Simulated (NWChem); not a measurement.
System: SiNH4O2Cl; SMILES O[Si](Cl)(N)O

Input file for NWChem:

```
start job
memory heap 200 mb stack 900 mb global 1100 mb
geometry units angstroms noautosym nocenter noautoz
  N      1.637800     0.820252    -0.128710
  Si     0.000887     0.368698    -0.025264
  O     -0.758694     0.907295     1.337861
  O     -0.894946     0.958240    -1.273028
  Cl     0.014381    -1.702727    -0.036429
  H      2.308678     0.170403    -0.519972
  H      1.890897     1.784642    -0.312230
  H     -0.363517     0.647649     2.175344
  H     -1.845223     0.992740    -1.124533
end
basis spherical
  * library 6-31g*
end
dft
  xc pbe0
  iterations 150
end
cosmo
  do_cosmo_smd true
  solvent ether
end
task dft energy
```

Excerpt of the output:

```
             Northwest Computational Chemistry Package (NWChem) 7.3.0
             --------------------------------------------------------

                             Geometry "geometry" -> ""
                             -------------------------

 Output coordinates in angstroms (scale by  1.889725989 to convert to a.u.)

  No.       Tag          Charge          X              Y              Z
 ---- ---------------- ---------- -------------- -------------- --------------
    1 N                    7.0000     1.63780000     0.82025200    -0.12871000
    2 Si                  14.0000     0.00088700     0.36869800    -0.02526400
    3 O                    8.0000    -0.75869400     0.90729500     1.33786100
    4 O                    8.0000    -0.89494600     0.95824000    -1.27302800
    5 Cl                  17.0000     0.01438100    -1.70272700    -0.03642900
    6 H                    1.0000     2.30867800     0.17040300    -0.51997200
    7 H                    1.0000     1.89089700     1.78464200    -0.31223000
    8 H                    1.0000    -0.36351700     0.64764900     2.17534400
    9 H                    1.0000    -1.84522300     0.99274000    -1.12453300

 Effective nuclear repulsion energy (a.u.)     316.0771003233

                                 NWChem DFT Module
                                 -----------------

 Summary of "ao basis" -> "ao basis" (spherical)
 ------------------------------------------------------------------------------
       Tag                 Description            Shells   Functions and Types
 ---------------- ------------------------------  ------  ---------------------
 N                           6-31g*                  6       14   3s2p1d
 Si                          6-31g*                  8       18   4s3p1d
 O                           6-31g*                  6       14   3s2p1d
 Cl                          6-31g*                  8       18   4s3p1d
 H                           6-31g*                  2        2   2s

 in cosmo_initialize ...
 calling solv_data for solv:ether

 solvent parameters
 solvname_short: ether
 solvname_long:  diethyl ether
 dielec:        4.2400
 dielecinf:     1.8295
 nonaqueous SMD model solvent descriptors
 dielec:        4.2400
 sola:          0.0000
 solb:          0.4100
 solc:          0.0000
 solg:         23.9600
 solh:          0.0000
 soln:          1.3526

          ---------------
          -cosmo- solvent
          ---------------
 Cosmo: York-Karplus, doi: 10.1021/jp992097l
 dielectric constant -eps-     =   4.24
 screen = (eps-1)/(eps    )    =   0.76415
 surface charge correction     = lagrangian

   van der Waals surface
 --------------------------

 ---------- ATOMIC COORDINATES (A.U.) ------------ VDWR(ANG.) --
     1    3.09499322    1.55005152   -0.24322663     1.890
     2    0.00167619    0.69673819   -0.04774204     2.470
     3   -1.43372377    1.71453894    2.52819070     2.294
     4   -1.69120271    1.81081103   -2.40567410     2.294
     5    0.02717615   -3.21768746   -0.06884083     2.380
     6    4.36276882    0.32201498   -0.98260460     1.200
     7    3.57327720    3.37248437   -0.59002915     1.200
     8   -0.68694752    1.22387915    4.11080409     1.200
     9   -3.48696586    1.87600658   -2.12505924     1.200
 number of segments per atom =        128
 number of   points per atom =        128
 atom (   nspa,  nppa )
 ----------------------
    1 (     58,     0 )       0
    2 (     19,     0 )       0
    3 (     79,     0 )       0
    4 (     76,     0 )       0
    5 (     89,     0 )       0
    6 (     45,     0 )       0
    7 (     45,     0 )       0
    8 (      0,     0 )       0
    9 (      1,     0 )       0
 number of -cosmo- surface points =      412
 molecular surface =    154.864 angstrom**2
 molecular volume  =    153.702 angstrom**3
 -lineq- algorithm             =   0
 -bem- low  level              =   3
 -bem- from -octahedral-
 gaussian surface charge width =   4.50000
 degree of switching           =   1.00000
 switching function tolerance  =   0.00010
 atomic radii =
 --------------
    1  7.000  1.890
    2 14.000  2.470
    3  8.000  2.294
    4  8.000  2.294
    5 17.000  2.380
    6  1.000  1.200
    7  1.000  1.200
    8  1.000  1.200
    9  1.000  1.200
 ...... end of -cosmo- initialization ......

[...]

                                COSMO-SMD solvation results
                                ---------------------------

             internal energy in gas <Psi(g)|H|Psi(g)> =      -956.932667291587
         internal energy in solvent <Psi(s)|H|Psi(s)> =      -956.932151190800
                               delta internal energy  =         0.000516100787 (    0.32 kcal/mol)
   total free energy in solvent <Psi(s)|H+V/2|Psi(s)> =      -956.942853499407
 polarization energy contribution <Psi(s)|V/2|Psi(s)> =        -0.010702308606 (   -6.72 kcal/mol)
    total free energy in solvent including G(SMD-CDS) =      -956.945746076580
                       G(SMD-CDS) energy contribution =        -0.002892577173 (   -1.82 kcal/mol)
     1 M fixed-concentration free energy of solvation =        -0.013078784993 (   -8.21 kcal/mol)

                       DFT Final Molecular Orbital Analysis
                       ------------------------------------

 Vector   27  Occ=2.000000D+00  E=-3.324493D-01
              MO Center= -1.5D-01, -9.8D-01, -5.0D-03, r^2= 3.0D+00
   Bfn.  Coefficient  Atom+Function         Bfn.  Coefficient  Atom+Function
  ----- ------------  ---------------      ----- ------------  ---------------
    67      0.614801  5 Cl px                71      0.342364  5 Cl px
    63     -0.240485  5 Cl px                50     -0.222609  4 O  py
    36     -0.214408  3 O  py                54     -0.164494  4 O  py
    40     -0.159209  3 O  py                68     -0.131970  5 Cl py
    26     -0.093806  2 Si py                35     -0.085135  3 O  px

 Vector   28  Occ=2.000000D+00  E=-3.260765D-01
              MO Center= -3.0D-01, -3.2D-01, -4.1D-02, r^2= 3.8D+00
   Bfn.  Coefficient  Atom+Function         Bfn.  Coefficient  Atom+Function
  ----- ------------  ---------------      ----- ------------  ---------------
    69      0.515045  5 Cl pz                50     -0.318896  4 O  py
    36      0.302699  3 O  py                73      0.271690  5 Cl pz
    54     -0.251169  4 O  py                40      0.237786  3 O  py
    65     -0.200479  5 Cl pz                 5      0.107886  1 N  pz
     9      0.091499  1 N  pz                51     -0.074384  4 O  pz

 Vector   29  Occ=2.000000D+00  E=-2.827574D-01
              MO Center=  1.4D+00,  6.9D-01, -3.4D-02, r^2= 1.8D+00
   Bfn.  Coefficient  Atom+Function         Bfn.  Coefficient  Atom+Function
  ----- ------------  ---------------      ----- ------------  ---------------
     5      0.522163  1 N  pz                 9      0.449667  1 N  pz
    69     -0.159443  5 Cl pz                 3      0.146809  1 N  px
     7      0.131116  1 N  px                35     -0.130575  3 O  px
    73     -0.110435  5 Cl pz                27      0.106239  2 Si pz
     6      0.102676  1 N  s                 39     -0.100504  3 O  px

 Vector   30  Occ=0.000000D+00  E= 5.047166D-02
              MO Center= -2.0D-01,  3.4D-01,  1.3D-01, r^2= 5.4D+00
   Bfn.  Coefficient  Atom+Function         Bfn.  Coefficient  Atom+Function
  ----- ------------  ---------------      ----- ------------  ---------------
    24      1.297465  2 Si s                  6     -0.710370  1 N  s
    38     -0.603699  3 O  s                 52     -0.584784  4 O  s
    72     -0.419744  5 Cl py                84      0.392149  8 H  s
    86      0.383426  9 H  s                 70     -0.346880  5 Cl s
    82      0.304753  7 H  s                 80      0.242962  6 H  s

 Vector   31  Occ=0.000000D+00  E= 9.631104D-02
              MO Center=  2.5D-02,  3.2D-01,  3.8D-01, r^2= 5.0D+00
   Bfn.  Coefficient  Atom+Function         Bfn.  Coefficient  Atom+Function
  ----- ------------  ---------------      ----- ------------  ---------------
    38      0.668660  3 O  s                 27     -0.595088  2 Si pz
    26     -0.564345  2 Si py                84     -0.564504  8 H  s
    22     -0.439882  2 Si py                70     -0.425126  5 Cl s
    72     -0.398151  5 Cl py                80     -0.395057  6 H  s
    52     -0.343066  4 O  s                 20      0.282859  2 Si s

 Vector   32  Occ=0.000000D+00  E= 9.715486D-02
              MO Center= -3.0D-01,  4.4D-01, -1.4D-01, r^2= 5.1D+00
   Bfn.  Coefficient  Atom+Function         Bfn.  Coefficient  Atom+Function
  ----- ------------  ---------------      ----- ------------  ---------------
    52      0.718504  4 O  s                 26     -0.592978  2 Si py
    25      0.547643  2 Si px                86     -0.533375  9 H  s
    27      0.482369  2 Si pz                70     -0.449803  5 Cl s
    22     -0.420945  2 Si py                72     -0.408249  5 Cl py
    82      0.384556  7 H  s                  6     -0.382301  1 N  s

     Multipole analysis of the density
     ---------------------------------

     L   x y z        total         alpha         beta         nuclear
     -   - - -        -----         -----         ----         -------
     0   0 0 0     -0.000000    -29.000000    -29.000000     58.000000

     1   1 0 0      0.427322     -0.242906     -0.242906      0.913134
     1   0 1 0      0.656606     -0.122294     -0.122294      0.901193
     1   0 0 1      0.313527      1.230776      1.230776     -2.148025

     2   2 0 0    -26.380602    -88.602405    -88.602405    150.824209
     2   1 1 0      1.070034      3.525024      3.525024     -5.980015
     2   1 0 1     -0.208269      1.676609      1.676609     -3.561486
     2   0 2 0    -33.523154   -149.695886   -149.695886    265.868618
     2   0 1 1     -0.269778      0.251732      0.251732     -0.773241
     2   0 0 2    -30.633356    -75.660153    -75.660153    120.686950
```

Level: PBE0/6-31G* (spherical d), SMD on the gas-phase geometry. Structure relaxed at the PBE0/def2-SVP level. Solvent: diethyl ether.
